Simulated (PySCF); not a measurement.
A structure optimised at B3LYP-D3(BJ)/def2-SVP, used in a PySCF frequency run:

```
Si
O 1 1.6904
C 2 1.3534 1 127.95
C 3 1.3381 2 127.00 1 0.00
H 4 1.0909 3 119.53 2 -180.00
H 4 1.0933 5 117.73 3 -180.00
H 3 1.0959 4 121.41 5 0.00
H 1 1.4920 2 109.32 3 59.47
H 1 1.4920 8 108.75 2 119.29
C 1 1.8665 8 111.71 9 123.76
H 10 1.1012 1 110.73 8 179.03
H 10 1.1012 11 108.29 1 121.59
H 10 1.1022 11 108.27 12 117.18
```

Q: Write its SMILES, formula and point group.

A: C=CO[SiH2]C, C₃H₈OSi, Cs

Q: What are its rotational constants (standard atomic weights)?

A: 12.524, 2.0399, 1.8116 GHz
